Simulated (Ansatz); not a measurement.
Two isomers of C2H6BFSi: A = `B[SiH](F)C=C`, B = `C=C(F)B[SiH3]`.

Program: Ansatz. Geometries: PBE0-D4/def2-TZVP. ΔE: electronic, gas phase. CCSD(T)/CBS adds triple-zeta CCSD(T) − MP2 to the extrapolated MP2 energy (def2 sets, frozen cores). DFT in def2-TZVPP. B3LYP here is the variant with VWN-RPA as its local correlation; programs differ in this. Each species was taken in one conformer, which may not be the lowest.

Which isomer does CCSD(T)/CBS put lower? Give the gap. (An estimate is asked.)

The calculation gave: A, by 41.0 kcal/mol.

Give E(B) − E(A) in kcal/mol with PBE0-D4, CCSD/def2-TZVPP, HF/def2-TZVPP, r2SCAN-D4, B3LYP, CCSD(T)/def2-TZVPP, MP2/def2-TZVPP. (Best estimate.)

The calculation gave: PBE0-D4 36.0, CCSD/def2-TZVPP 40.7, HF/def2-TZVPP 42.7, r2SCAN-D4 36.9, B3LYP 37.2, CCSD(T)/def2-TZVPP 39.6, MP2/def2-TZVPP 42.2. None reverses the order clearly.

Largest T1 diagnostic: 0.013.

From PBE to PBE0 (25 % exact exchange), in def2-TZVPP and without D4, E(B) − E(A) moves by +2.8 kcal/mol.
